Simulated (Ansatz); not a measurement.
`N[SiH]1BO1` + `[BH2][GaH][CH3]` → `B[SiH]1BO1` + `[CH3][GaH][NH2]`  (redistribution)

Calculated with Ansatz (gas phase, PBE0-D4/def2-TZVP geometries, no zero-point term in ΔE). CCSD(T)/CBS adds triple-zeta CCSD(T) − MP2 to the extrapolated MP2 energy (def2 sets, frozen cores). Functionals use def2-TZVPP. B3LYP here is the variant with VWN-RPA as its local correlation; programs differ in this. For Ga outer-core shells are correlated without core-valence functions, which leaves a few kJ/mol of doubt a bond. Scalar relativity is left out up to krypton. Each species was taken in one conformer, which may not be the lowest.

Problem. Is it downhill or uphill in electronic energy at CCSD(T)/CBS, and by how much? (Estimate.)

Solution. The calculation gave: Nearly level: ΔE = -0.1 kcal/mol.

Problem. What do these levels give: B3LYP-D4, PBE, CCSD/def2-SVP, MP2/def2-TZVPP, HF/def2-QZVPP, SCS-MP2/def2-QZVPP? (Estimate.)

Solution. The calculation gave: B3LYP-D4 -0.6, PBE -3.2, CCSD/def2-SVP -3.6, MP2/def2-TZVPP 0.6, HF/def2-QZVPP 4.0, SCS-MP2/def2-QZVPP 1.2 kcal/mol.

Problem. What do rigid-rotor, harmonic-oscillator terms from PBE0-D4/def2-TZVP frequencies (298.15 K, 1 bar) make of the CCSD(T)/CBS value? (Best estimate.)

Solution. Computed: ΔZPE = 0.0 kcal/mol, ΔH = -0.1 kcal/mol, ΔS = -1 J/(mol·K), ΔG = -0.1 kcal/mol. Modes under 50 cm⁻¹ make the entropy rough.

Largest T1 diagnostic among the species: 0.021, so the coupled-cluster value is less sure than usual.

From r2SCAN to r2SCAN0 (25 % exact exchange), in def2-TZVPP and without D4, ΔE moves by +1.9 kcal/mol. In def2-TZVPP, CCSD(T) changes the Hartree–Fock value by −4.4 kcal/mol (the triples alone add −1.2 kcal/mol) and MP2 by −3.5 kcal/mol. At CCSD(T), def2-SVP lies −4.7 kcal/mol from the extrapolated value and def2-TZVPP −0.1 kcal/mol.
